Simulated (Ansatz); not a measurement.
Stepwise reaction of `[F][Sn][F]` with methanol, as a gas-phase model of exchange steps in deposition or etching. ΔE in kJ/mol; ΔG adds harmonic PBE0-D4 terms to CCSD(T)/CBS, at 1 bar.

Program: Ansatz. Geometries: PBE0-D4/def2-TZVP. ΔE: electronic, gas phase. CBS: MP2 limit from def2 TZ/QZ plus the TZ coupled-cluster correction, frozen cores. This one scheme is used for every species. DFT in def2-TZVPP. B3LYP here is the variant with VWN-RPA as its local correlation; programs differ in this. def2 core potentials past Kr. For Sn outer-core shells are correlated without core-valence functions, which leaves a few kJ/mol of doubt a bond. Each species was taken in one conformer, which may not be the lowest.

| step | reaction | PBE-D4 | B3LYP-D4 | ωB97M-V | CCSD(T)/CBS | ΔG(500 K) |
| --- | --- | --- | --- | --- | --- | --- |
| 1 | `[F][Sn][F]` + CH₃OH → `C[O][Sn][F]` + H–F | 33.2 | 34.2 | 36.9 | 28.1 | 31.9 |
| 2 | `C[O][Sn][F]` + CH₃OH → `C[O][Sn][O]C` + H–F | 53.6 | 53.4 | 57.2 | 48.6 | 52.4 |

(1) By hand: ΔE of the 2 steps together at CCSD(T)/CBS.

Answers

(1) (28.1) + (48.6) = 76.7 kJ/mol, or 38.4 kJ/mol a step.

In ΔE each step is higher than the one before. All are uphill at CCSD(T)/CBS. ΔG lies between 31.9 and 52.4 kJ/mol a step. PBE-D4 differs from CCSD(T)/CBS by 5.0 to 5.1 kJ/mol a step. Isolated molecules leave out the surface, adducts and barriers. Largest T1 diagnostic: 0.017.
